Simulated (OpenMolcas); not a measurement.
Tm2+ with its 8 nearest fluoride ions at 2.433 Å, on the Ca site of CaF2 (a = 5.46294 Å, distance in the model lattice 2.366 Å). The rest of the host is ab initio model potentials to 7.6 Å and point charges beyond; the distance is set by hand and nothing relaxes. Ligand basis ANO-RCC-VDZP.
```
Tm    0.0000    0.0000    0.0000
F     1.4047    1.4047    1.4047
F     1.4047    1.4047   -1.4047
F     1.4047   -1.4047    1.4047
F     1.4047   -1.4047   -1.4047
F    -1.4047    1.4047    1.4047
F    -1.4047    1.4047   -1.4047
F    -1.4047   -1.4047    1.4047
F    -1.4047   -1.4047   -1.4047
```

```json
{
 "Program": "OpenMolcas 26.06",
 "Method": "SS-CASPT2, IPEA 0.25 Eh, imaginary shift 0.1 Eh (closed shells correlated: 5s 5p and the ligand valence shells)",
 "Basis": "ANO-RCC-VDZP [7s6p4d2f1g]",
 "Scalar Hamiltonian": "DKH2, point nucleus",
 "Active space": "13 electrons in 7 orbitals (4f)",
 "State averaging": "2S+1 = 2 odd, 7 roots",
 "Spin-orbit coupling": "RASSI with atomic mean-field integrals over the reference wave functions"
}
```

(1) What is the spin-free ground state (labels of O, the rotations of Oh)?

(2) Where is the first state of the same spin?

(3) What are the lowest two levels with spin-orbit coupling?

(4) What is χT at 300 K, and how does it compare with the textbook value?

Results:

(1) 2A2, 1-fold in its orbital part; it has the highest spin that f13 allows.

(2) 2T2 at 652 cm-1 above the ground state.

(3) A 2-fold level Γ7 with g = 3.46, 3.46, 3.46, then a 4-fold level Γ8 410 cm-1 above it. Their leading multiplicities are 2 (100 %) and 2 (100 %).

(4) Hund's rules give f13 the level 2F7/2 with g = 1.143, so an isolated free-ion multiplet has χT = g² J(J+1) / 8 = 2.571 cm3 K/mol. The computed 2.293 at 300 K differs by -11 %, through the field's splitting, the mixing of terms and any other multiplet in reach.

Roots that are degenerate in the reference are averaged as groups; the widest CASPT2 spread within a group is 55 cm-1 (the 3-fold group of multiplicity 2 near 652 cm-1 above the lowest state of its run). Shifts and gaps below about the spread of the groups concerned are not significant. Over all roots computed the reference weight is 0.65; a low but even weight reflects the number of correlated electrons. Splittings of an f shell from a small cluster at a set distance can be off by tens of per cent, mostly too small. No measured value stands beside these numbers; the geometry was set by hand and not optimised.
